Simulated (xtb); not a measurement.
xtb job for WO2F, SMILES [W+]([F])(=[O])=[O], charge +1, multiplicity 1, GFN2-xTB. 

```
$ xtb mol.xyz --gfn 2 --sp --chrg 1 --uhf 0 --json
$ cat mol.xyz
4

W      0.03808322    -0.15418975    -0.00000000
O      0.78542011     0.49950901    -1.43007906
O      0.78542009     0.49950900     1.43007909
F     -1.70943107     0.37976635     0.00000000
```

It prints:

```
[banner left out]
          |                Calculation Setup                |
           -------------------------------------------------



           -------------------------------------------------
          |                 G F N 2 - x T B                 |
           -------------------------------------------------

        Reference                      10.1021/acs.jctc.8b01176
      * Hamiltonian:
        H0-scaling (s, p, d)           1.850000    2.230000    2.230000
        zeta-weighting                 0.500000
      * Dispersion:
        s8                             2.700000
        a1                             0.520000
        a2                             5.000000
        s9                             5.000000
      * Repulsion:
        kExp                           1.500000    1.000000
        rExp                           1.000000
      * Coulomb:
        alpha                          2.000000
        third order                    shell-resolved
        anisotropic                    true
        a3                             3.000000
        a5                             4.000000
        cn-shift                       1.200000
        cn-exp                         4.000000
        max-rad                        5.000000


          ...................................................
          :                      SETUP                      :
          :.................................................:
          :  # basis functions                  22          :
          :  # atomic orbitals                  21          :
          :  # shells                            9          :
          :  # electrons                        24          :
          :  max. iterations                   250          :
          :  Hamiltonian                  GFN2-xTB          :
          :  restarted?                      false          :
          :  GBSA solvation                  false          :
          :  PC potential                    false          :
          :  electronic temp.          300.0000000     K    :
          :  accuracy                    1.0000000          :
          :  -> integral cutoff          0.2500000E+02      :
          :  -> integral neglect         0.1000000E-07      :
          :  -> SCF convergence          0.1000000E-05 Eh   :
          :  -> wf. convergence          0.1000000E-03 e    :
          :  Broyden damping             0.4000000          :
          :  net charge                          1          :
          :  unpaired electrons                  0          :
          ...................................................

 iter      E             dE          RMSdq      gap      omega  full diag
   1      2.9819403  0.298194E+01  0.467E+01    0.73       0.0  T
   2     -7.1694720 -0.101514E+02  0.413E+01   26.36       1.0  T
   3    -10.2950435 -0.312557E+01  0.366E+01   12.09       1.0  T
   4    -11.0919223 -0.796879E+00  0.332E+01   10.45       1.0  T
   5    -11.4864701 -0.394548E+00  0.300E+01    8.99       1.0  T
   6    -12.1040860 -0.617616E+00  0.257E+01    6.83       1.0  T
   7    -12.2688984 -0.164812E+00  0.309E+01    7.84       1.0  T
   8    -13.0240664 -0.755168E+00  0.480E+01    1.33       1.0  T
   9    -11.0159592  0.200811E+01  0.277E+01    7.11       1.0  T
  10      7.0142334  0.180302E+02  0.133E+02    1.28       1.0  T
  11      6.9901114 -0.241220E-01  0.132E+02    1.33       1.0  T
  12      5.5506371 -0.143947E+01  0.140E+02    0.64       1.0  T
  13      8.4461413  0.289550E+01  0.122E+02    2.06       1.0  T
  14      5.8347422 -0.261140E+01  0.118E+02    1.33       1.0  T
  15      6.3831174  0.548375E+00  0.110E+02    1.67       1.0  T
  16      6.9726597  0.589542E+00  0.105E+02    1.96       1.0  T
  17      4.9015877 -0.207107E+01  0.106E+02    1.44       1.0  T
  18      3.6498734 -0.125171E+01  0.106E+02    1.20       1.0  T
  19      1.8227170 -0.182716E+01  0.111E+02    0.86       1.0  T
  20      2.4766169  0.653900E+00  0.110E+02    0.95       1.0  T
  21      3.0370029  0.560386E+00  0.108E+02    1.12       1.0  T
  22    -12.9970097 -0.160340E+02  0.513E+01    6.80       1.0  T
  23    -11.6447283  0.135228E+01  0.550E+01    9.06       1.0  T
  24    -11.5879315  0.567968E-01  0.528E+01    8.88       1.0  T
  25    -11.7960888 -0.208157E+00  0.513E+01    8.13       1.0  T
  26    -13.3808948 -0.158481E+01  0.438E+01    5.35       1.0  T
  27    -13.7124345 -0.331540E+00  0.375E+01    4.33       1.0  T
  28    -13.8134451 -0.101011E+00  0.355E+01    4.18       1.0  T
  29    -13.9791894 -0.165744E+00  0.346E+01    3.69       1.0  T
  30    -13.8181693  0.161020E+00  0.358E+01    4.26       1.0  T
  31    -14.5088540 -0.690685E+00  0.147E+01    2.50       1.0  T
  32    -14.7290174 -0.220163E+00  0.114E+01    1.30       1.0  T
  33    -14.7330268 -0.400940E-02  0.991E+00    1.33       1.0  T
  34    -14.7574107 -0.243839E-01  0.773E+00    1.56       1.0  T
[...]
  63    -14.8281229  0.138931E-05  0.402E-02    2.03       1.2  T
  64    -14.8281238 -0.941545E-06  0.258E-02    2.03       1.9  T
  65    -14.8281238  0.699677E-07  0.150E-02    2.03       3.3  T
  66    -14.8281244 -0.661207E-06  0.717E-03    2.03       7.0  T
  67    -14.8281246 -0.173535E-06  0.211E-03    2.03      23.7  T
  68    -14.8281245  0.111480E-06  0.135E-02    2.03       3.7  T
  69    -14.8281246 -0.777021E-07  0.779E-03    2.03       6.4  T
  70    -14.8281246 -0.457209E-07  0.868E-04    2.03      57.6  T
  71    -14.8281246 -0.687576E-09  0.524E-04    2.03      95.5  T

   *** convergence criteria satisfied after 71 iterations ***

         #    Occupation            Energy/Eh            Energy/eV
      -------------------------------------------------------------
         1        2.0000           -1.1932391             -32.4697
       ...           ...                  ...                  ...
         6        2.0000           -0.8056457             -21.9227
         7        2.0000           -0.7767527             -21.1365
         8        2.0000           -0.7510115             -20.4361
         9        2.0000           -0.7343373             -19.9823
        10        2.0000           -0.7217971             -19.6411
        11        2.0000           -0.7169423             -19.5090
        12        2.0000           -0.7128107             -19.3966 (HOMO)
        13                         -0.6382399             -17.3674 (LUMO)
        14                         -0.5292293             -14.4011
        15                         -0.4768461             -12.9756
        16                         -0.4608359             -12.5400
        17                         -0.4396343             -11.9631
       ...                                ...                  ...
        21                          0.0369437               1.0053
      -------------------------------------------------------------
                  HL-Gap            0.0745709 Eh            2.0292 eV
             Fermi-level           -0.6755253 Eh          -18.3820 eV

 SCC (total)                   0 d,  0 h,  0 min,  0.016 sec
 SCC setup                      ...        0 min,  0.000 sec (  0.781%)
 Dispersion                     ...        0 min,  0.000 sec (  0.352%)
 classical contributions        ...        0 min,  0.000 sec (  0.151%)
 integral evaluation            ...        0 min,  0.001 sec (  5.288%)
 iterations                     ...        0 min,  0.014 sec ( 85.042%)
 molecular gradient             ...        0 min,  0.001 sec (  6.860%)
 printout                       ...        0 min,  0.000 sec (  1.420%)

         :::::::::::::::::::::::::::::::::::::::::::::::::::::
         ::                     SUMMARY                     ::
         :::::::::::::::::::::::::::::::::::::::::::::::::::::
         :: total energy             -14.795559396287 Eh    ::
         :: gradient norm              0.000036176762 Eh/a0 ::
         :: HOMO-LUMO gap              2.029176540846 eV    ::
         ::.................................................::
         :: SCC energy               -14.828124480602 Eh    ::
         :: -> isotropic ES           -0.211674343601 Eh    ::
         :: -> anisotropic ES          0.002761698932 Eh    ::
         :: -> anisotropic XC          0.000343911981 Eh    ::
         :: -> dispersion             -0.001766124637 Eh    ::
         :: repulsion energy           0.032565084316 Eh    ::
         :: add. restraining           0.000000000000 Eh    ::
         :: total charge               1.000000000000 e     ::
         :::::::::::::::::::::::::::::::::::::::::::::::::::::

           -------------------------------------------------
          |                Property Printout                |
           -------------------------------------------------

    * Orbital Energies and Occupations

         #    Occupation            Energy/Eh            Energy/eV
      -------------------------------------------------------------
         1        2.0000           -1.1932391             -32.4697
         2        2.0000           -1.0164277             -27.6584
         3        2.0000           -0.9838849             -26.7729
         4        2.0000           -0.8668800             -23.5890
         5        2.0000           -0.8057826             -21.9265
         6        2.0000           -0.8056457             -21.9227
         7        2.0000           -0.7767527             -21.1365
         8        2.0000           -0.7510115             -20.4361
         9        2.0000           -0.7343373             -19.9823
        10        2.0000           -0.7217971             -19.6411
        11        2.0000           -0.7169423             -19.5090
        12        2.0000           -0.7128107             -19.3966 (HOMO)
        13                         -0.6382399             -17.3674 (LUMO)
        14                         -0.5292293             -14.4011
        15                         -0.4768461             -12.9756
        16                         -0.4608359             -12.5400
Note: The following floating-point exceptions are signalling: IEEE_UNDERFLOW_FLAG IEEE_DENORMAL
normal termination of xtb
        17                         -0.4396343             -11.9631
        18                         -0.4061790             -11.0527
        19                         -0.1515398              -4.1236
        20                          0.0191397               0.5208
        21                          0.0369437               1.0053
      -------------------------------------------------------------
                  HL-Gap            0.0745709 Eh            2.0292 eV
             Fermi-level           -0.6755253 Eh          -18.3820 eV

     #   Z          covCN         q      C6AA      α(0)
     1  74 W        2.419     1.785   318.926    39.388
     2   8 O        0.830    -0.296    19.723     5.954
     3   8 O        0.830    -0.296    19.723     5.954
     4   9 F        0.760    -0.192    11.159     3.946

 Mol. C6AA /au·bohr⁶  :        869.927354
 Mol. C8AA /au·bohr⁸  :      76686.493797
 Mol. α(0) /au        :         55.240591


Wiberg/Mayer (AO) data.
largest (>0.10) Wiberg bond orders for each atom

 ---------------------------------------------------------------------------
     #   Z sym  total        # sym  WBO       # sym  WBO       # sym  WBO
 ---------------------------------------------------------------------------
     1  74 W    5.045 --     2 O    1.996     3 O    1.996     4 F    1.053
     2   8 O    2.546 --     1 W    1.996     3 O    0.406     4 F    0.144
     3   8 O    2.546 --     1 W    1.996     2 O    0.406     4 F    0.144
     4   9 F    1.340 --     1 W    1.053     3 O    0.144     2 O    0.144
 ---------------------------------------------------------------------------

Topologies differ in total number of bonds
Writing topology from bond orders to xtbtopo.mol

molecular dipole:
                 x           y           z       tot (Debye)
 q only:       -0.129      -1.217      -0.000
   full:       -0.936      -1.339      -0.000       4.151
molecular quadrupole (traceless):
                xx          xy          yy          xz          yz          zz
 q only:       -0.902      -0.632       3.339      -0.000      -0.000      -2.437
  q+dip:       -0.808      -0.226       3.082      -0.000      -0.000      -2.274
   full:       -0.827      -0.286       3.324      -0.000      -0.000      -2.498


           -------------------------------------------------
          | TOTAL ENERGY              -14.795559396287 Eh   |
          | GRADIENT NORM               0.000036176762 Eh/α |
          | HOMO-LUMO GAP               2.029176540846 eV   |
           -------------------------------------------------

------------------------------------------------------------------------
------------------------------------------------------------------------
 total:
 SCF:
```

The calculation finished and met its thresholds.
